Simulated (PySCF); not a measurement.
Input for PySCF: R-M06-2X/def2-TZVPP on CH6OSn (SMILES C[O][SnH3]), a point of a torsion scan. Elements past Kr take the def2 small-core potentials; no spin–orbit coupling.

```python
from pyscf import gto, dft

mol = gto.M(
    atom='''
    C     1.50434439   -0.17336945    0.01742487
    O     0.33078166    0.17456321   -0.66111188
    Sn   -1.50212448    0.17493048    0.03953706
    H     2.29156983   -0.23930218   -0.73395115
    H     1.78694749    0.58170918    0.75461049
    H     1.42390448   -1.13881280    0.52268970
    H    -1.76369296    1.55943875    0.94193475
    H    -1.75209643   -1.19500104    0.97087155
    H    -2.30294024    0.19713466   -1.40099380
    ''',
    basis='def2-tzvpp',
    ecp={'Sn': 'def2-tzvpp'},
    charge=0, spin=0, verbose=4, max_memory=1800)
mf = dft.RKS(mol, xc='m062x').density_fit(auxbasis='def2-universal-jkfit')
mf.grids.level = 4
mf.conv_tol = 1e-9
mf.max_cycle = 150
mf.kernel()
mf.dip_moment()
```

The head of its log:

```
PySCF version 2.14.0

[INPUT] verbose = 4
[INPUT] num. atoms = 9
[INPUT] num. electrons = 42
[INPUT] charge = 0
[INPUT] spin (= nelec alpha-beta = 2S) = 0
[INPUT] symmetry False subgroup None
[INPUT] Mole.unit = angstrom
[INPUT] Symbol           X                Y                Z      unit          X                Y                Z       unit  Magmom
[INPUT]  1 C      1.504344390000  -0.173369450000   0.017424870000 AA    2.842798894126  -0.327620778866   0.032928232056 Bohr   0.0
[INPUT]  2 O      0.330781660000   0.174563210000  -0.661111880000 AA    0.625086744429   0.329876658325  -1.249320390896 Bohr   0.0
[INPUT]  3 Sn    -1.502124480000   0.174930480000   0.039537060000 AA   -2.838603872205   0.330570698039   0.074714215170 Bohr   0.0
[INPUT]  4 H      2.291569830000  -0.239302180000  -0.733951150000 AA    4.330439374016  -0.452215581211  -1.386966662310 Bohr   0.0
[INPUT]  5 H      1.786947490000   0.581709180000   0.754610490000 AA    3.376841355079   1.099271034345   1.426007156824 Bohr   0.0
[INPUT]  6 H      1.423904480000  -1.138812800000   0.522689700000 AA    2.690789494741  -2.152044299149   0.987740381131 Bohr   0.0
[INPUT]  7 H     -1.763692960000   1.559438750000   0.941934750000 AA   -3.332896662223   2.946912145534   1.779998704711 Bohr   0.0
[INPUT]  8 H     -1.752096430000  -1.195001040000   0.970871550000 AA   -3.310982396528  -2.258224684170   1.834681331632 Bohr   0.0
[INPUT]  9 H     -2.302940240000   0.197134660000  -1.400993800000 AA   -4.351926334840   0.372530517059  -2.647494584214 Bohr   0.0

nuclear repulsion = 144.098966976
number of shells = 74
number of NR pGTOs = 279
number of NR cGTOs = 196
basis = def2-tzvpp
ecp = {'Sn': 'def2-tzvpp'}


******** <class 'pyscf.df.df_jk.DFRKS'> ********
method = DFRKS
initial guess = minao
damping factor = 0
level_shift factor = 0
DIIS = <class 'pyscf.scf.diis.CDIIS'>
diis_start_cycle = 1
diis_space = 8
diis_damp = 0
SCF conv_tol = 1e-09
SCF conv_tol_grad = None
SCF max_cycles = 150
direct_scf = False
XC library pyscf.dft.libxc version 7.1.2
    S. Lehtola, C. Steigemann, M. J. T. Oliveira, and M. A. L. Marques,  SoftwareX 7, 1–5 (2018)
XC functionals = m062x
    Y. Zhao and D. G. Truhlar,  Theor. Chem. Acc. 120, 215 (2008)
    Y. Zhao and D. G. Truhlar,  Theor. Chem. Acc. 120, 215 (2008)
radial grids:
    Treutler-Ahlrichs [JCP 102, 346 (1995); DOI:10.1063/1.469408] (M4) radial grids

becke partition: Becke, JCP 88, 2547 (1988); DOI:10.1063/1.454033
pruning grids: <function nwchem_prune>
grids dens level: 4
symmetrized grids: False
atomic radii adjust function: <function treutler_atomic_radii_adjust>
small_rho_cutoff = 0
Set gradient conv threshold to 3.16228e-05
Initial guess from minao.
tot grids = 183248
******** <class 'pyscf.df.df.DF'> ********
auxbasis = def2-universal-jkfit
init E= -294.051129129197
  HOMO = -0.599223534157929  LUMO = -0.475593344337675  gap/eV = 3.36415
cycle= 1 E= -330.126085550735  delta_E= -36.1  |g|= 2.38  |ddm|= 32.5
  HOMO = -0.134945274929795  LUMO = 0.0642992953977739  gap/eV = 5.42172
cycle= 2 E= -330.353253525041  delta_E= -0.227  |g|= 2.38  |ddm|= 6.01
  HOMO = -0.337327987983229  LUMO = 0.017378121976769  gap/eV = 9.65204
```

**Question.** Predict the final total energy.

**Answer.** -331.1312 hartree.
